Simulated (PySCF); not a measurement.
**NMR data sheet: C3H12O2Si3**

```yaml
Formula: C3H12O2Si3
SMILES: C=C(C)[SiH](O[SiH3])O[SiH3]
InChI: InChI=1S/C3H12O2Si3/c1-3(2)8(4-6)5-7/h8H,1H2,2,6-7H3
Point_group_of_the_computed_structure: C1
Degrees_of_unsaturation: 1
Carbon_signals: 3
Proton_signals: 5
```

Molfile (atoms numbered from 1):
```
C3H12O2Si3
     RDKit          3D

 20 19  0  0  0  0  0  0  0  0999 V2000
   -1.4791   -1.8870    0.7176 C   0  0  0  0  0  0  0  0  0  0  0  0
   -1.5843   -0.7280    0.0526 C   0  0  0  0  0  0  0  0  0  0  0  0
   -2.8183    0.1263    0.0920 C   0  0  0  0  0  0  0  0  0  0  0  0
   -0.1393   -0.1409   -0.9710 Si  0  0  0  0  0  4  0  0  0  0  0  0
    1.1868   -1.0829   -0.6763 O   0  0  0  0  0  0  0  0  0  0  0  0
    2.5759   -1.3172    0.1960 Si  0  0  0  0  0  4  0  0  0  0  0  0
    0.1622    1.4360   -0.5667 O   0  0  0  0  0  0  0  0  0  0  0  0
    1.2060    2.6377   -0.1145 Si  0  0  0  0  0  4  0  0  0  0  0  0
   -0.5711   -2.4963    0.6738 H   0  0  0  0  0  0  0  0  0  0  0  0
   -2.3008   -2.2733    1.3338 H   0  0  0  0  0  0  0  0  0  0  0  0
   -3.2558    0.2401   -0.9147 H   0  0  0  0  0  0  0  0  0  0  0  0
   -3.5902   -0.2991    0.7514 H   0  0  0  0  0  0  0  0  0  0  0  0
   -2.5804    1.1438    0.4427 H   0  0  0  0  0  0  0  0  0  0  0  0
   -0.4101   -0.1911   -2.4324 H   0  0  0  0  0  0  0  0  0  0  0  0
    2.2505   -1.6239    1.6213 H   0  0  0  0  0  0  0  0  0  0  0  0
    3.3197   -2.4615   -0.4014 H   0  0  0  0  0  0  0  0  0  0  0  0
    3.4263   -0.0893    0.1459 H   0  0  0  0  0  0  0  0  0  0  0  0
    2.2428    2.8581   -1.1672 H   0  0  0  0  0  0  0  0  0  0  0  0
    0.4235    3.8912    0.0807 H   0  0  0  0  0  0  0  0  0  0  0  0
    1.8884    2.2776    1.1652 H   0  0  0  0  0  0  0  0  0  0  0  0
  1  2  2  0
  2  3  1  0
  2  4  1  0
  4  5  1  0
  5  6  1  0
  4  7  1  0
  7  8  1  0
  1  9  1  0
  1 10  1  0
  3 11  1  0
  3 12  1  0
  3 13  1  0
  4 14  1  0
  6 15  1  0
  6 16  1  0
  6 17  1  0
  8 18  1  0
  8 19  1  0
  8 20  1  0
M  END
```

Gas phase, fast rotation and ring inversion assumed for equivalent nuclei, non-relativistic, single conformer. Structure optimised with PBE0-D3(BJ)/def2-SVP; NMR shieldings at CAM-B3LYP/pcSseg-1/GIAO; PySCF 2.14.

References, each an isolated molecule treated in the same way: 1H (σ = 31.33 ppm), 13C (σ = 182.45 ppm), 29Si (σ = 343.41 ppm) vs TMS; H2O for 17O (σ = 338.55 ppm).

| carbon | δC, type | δH (multiplicity) | HMBC from (2–3 bonds) | span of the C tensor (ppm) |
| --- | --- | --- | --- | --- |
| C1 | 138.5, CH2 | H9 5.76 (m); H10 5.87 (m) | H14, H11/H12/H13 | 225 |
| C2 | 155.4, C | – | H10, H9, H14, H11/H12/H13 | 265 |
| C3 | 21.8, CH3 | 1.87 (s) | H10, H9, H14 | 35 |

Other nuclei:
```json
{"atoms": "H15/H16/H17/H18/H19/H20", "nucleus": "1H", "environment": "hydrogen on a silicon bonded to O", "δ (ppm)": "5.04", "σ (ppm)": "26.28"}
{"atoms": "H14", "nucleus": "1H", "environment": "hydrogen on a silicon bonded to C, 2 O", "δ (ppm)": "4.72", "σ (ppm)": "26.61"}
{"atoms": "Si4", "nucleus": "29Si", "environment": "silicon bonded to C, 2 O, H", "δ (ppm)": "-40.7", "σ (ppm)": "384.1"}
{"atoms": "Si6/Si8", "nucleus": "29Si", "environment": "silicon bonded to O, 3 H", "δ (ppm)": "-44.0", "σ (ppm)": "387.4"}
{"atoms": "O5/O7", "nucleus": "17O", "environment": "oxygen bonded to 2 Si", "δ (ppm)": "44.8", "σ (ppm)": "293.8"}
```

Carbon types of the structure: 1 × C, 1 × CH2, 1 × CH3, leaving 7 H on heteroatoms. δC 155.4: fully substituted alkene carbon; the olefinic region. δC 138.5: terminal =CH2 carbon; an sp2 carbon of a C=C bond. δC 21.8: allylic methyl carbon; a saturated carbon with 1 carbon neighbour and no heteroatom attached. δH 5.87, 5.76: hydrogen on a terminal =CH2 carbon; attached to an sp2 carbon and in the plane of the double bond. δH 1.87: hydrogen on an allylic methyl carbon; allylic position.

Shifts are as computed, not scaled to solution data. Of 1309 compounds with measured shifts, 239 miss one by over three times the rms of a fit or turn the order of signals round; such compounds aren't used in these exercises. Experimental scales use liquid or dissolved standards, which lie at an offset from isolated H2O (liquid H2O: subtract about 36 ppm). No couplings were computed; multiplicities are counted from neighbouring protons, with m where these are inequivalent, close in shift, in a saturated or five-membered ring or joined by F or P, and br s for small geminal =CH2 splittings.
